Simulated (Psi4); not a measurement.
tungsten atom (W), quintet (core potentials on W). Base run: CAM-B3LYP/def2-SVP (Psi4).

Geometry (Å):
```xyz
1

W      0.0000     0.0000     0.0000
```
Charge 0, spin multiplicity 5.
Orbitals are unrestricted.
All else is at Psi4's defaults (density fitting).
Base energy -66.86254 Eh.

The base run was repeated with changes; each row names its change, and settings that it needs were set with it.

| change | ΔE vs base (µEh) | SCF cycles | grid points | basis functions | outcome |
|---|---|---|---|---|---|
| base | 0.0 | 20 | 21436 | 32 | converged |
| dft_spherical_points = 590 | 0.1 | 20 | 41300 | 32 | converged |
| guess = core | 0.0 | 20 | 21436 | 32 | converged |
| scf_type = dfdirj+link | - | - | - | - | input refused |
| dft_nuclear_scheme = becke | 0.0 | 20 | 21436 | 32 | converged |
| scf_type = cd | - | - | - | - | input refused |
| damping_percentage = 50 | - | - | - | 32 | not converged |
| cholesky_tolerance = 1e-6 (with scf_type cd) | - | - | - | - | input refused |
| diis_max_vecs = 3 | 0.0 | 30 | 21436 | 32 | converged |
| basis_guess = true | 0.0 | 7 | 21436 | 32 | converged |
| e_convergence = 1e-10 | 0.0 | 21 | 21436 | 32 | converged |
| dft_pruning_scheme = robust | 0.0 | 20 | 21436 | 32 | converged |
| soscf = true | 0.0 | 19 | 21436 | 32 | converged |

Open shells are given as the SCF converged; they aren't shown to be the lowest states, and a large step between rows can be another state.

- scf_type = dfdirj+link: ended with `psi4.driver.p4util.exceptions.ValidationError: SCF: SCF_TYPE (DFDIRJ+LINK) not supported for range-separated functionals, plese use SCF_TYPE = 'DF' to automatically select the correct JK build.`
- scf_type = cd: ended with `psi4.driver.p4util.exceptions.ValidationError: SCF: SCF_TYPE (CD) not supported for range-separated functionals, plese use SCF_TYPE = 'DF' to automatically select the correct JK build.`
- cholesky_tolerance = 1e-6 (with scf_type cd): ended with `psi4.driver.p4util.exceptions.ValidationError: SCF: SCF_TYPE (CD) not supported for range-separated functionals, plese use SCF_TYPE = 'DF' to automatically select the correct JK build.`
